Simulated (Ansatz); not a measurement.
Relaxation of BFH6OSSi2 (12 atoms, charge 0, multiplicity 1), to a largest force component of 0.015 eV/Å in at most 40 steps.

Level of theory: Ansatz 0.2.0, RKS B3LYP/STO-3G.

```xyz
12
Properties=species:S:1:pos:R:3
O -1.103 -2.363 -0.720
B -0.490 -1.046 -0.985
S 0.867 -0.936 -2.265
Si -0.947 0.552 -0.005
F -2.144 0.167 1.148
Si -1.586 2.171 -1.313
H -0.594 -2.736 -0.005
H 1.914 -1.201 -1.283
H 0.302 1.018 0.786
H -1.886 3.387 -0.543
H -0.479 2.484 -2.266
H -2.769 1.737 -2.073
```

Where does it end, and by what steps?

The forces met the threshold. The force dipped under the threshold on the way, but the program's further checks kept it going. Limits of this set-up: minimal basis. After 31 steps the energy has fallen by 3.031 eV; H8 moved furthest, 1.64 Å.

| step | energy less start (eV) | largest force component (eV/Å) | accepted |
| --- | --- | --- | --- |
| 0 | 0.0000 | 4.261 | yes |
| 2 | -0.9044 | 2.206 | yes |
| 4 | -1.5844 | 2.213 | yes |
| 6 | -2.0886 | 1.104 | yes |
| 8 | -2.4002 | 0.988 | yes |
| 10 | -2.4950 | 0.805 | yes |
| 12 | -2.5527 | 0.180 | yes |
| 14 | -2.6660 | 0.514 | yes |
| 16 | -2.8985 | 2.451 | yes |
| 18 | -2.9444 | 1.414 | no |
| 20 | -3.0277 | 0.048 | yes |
| 22 | -3.0291 | 0.057 | yes |
| 24 | -3.0299 | 0.029 | yes |
| 26 | -3.0303 | 0.060 | yes |
| 28 | -3.0309 | 0.010 | yes |
| 30 | -3.0310 | 0.024 | yes |
| 31 | -3.0311 | 0.007 | yes |

```xyz
12
Properties=species:S:1:pos:R:3
O -0.627 -2.046 -0.469
B 0.127 -1.009 -0.905
S 1.517 -1.171 -2.008
Si -0.653 0.620 -0.074
F -1.826 -0.365 0.705
Si -1.729 2.233 -1.253
H -1.349 -1.548 0.163
H 1.440 -2.526 -2.133
H 0.077 1.233 1.024
H -2.537 3.071 -0.395
H -0.764 3.078 -1.918
H -2.593 1.662 -2.260
```

The run took 2.3 min on 1 thread of Arm Neoverse V1, on a shared host, peak memory 0.18 GiB.
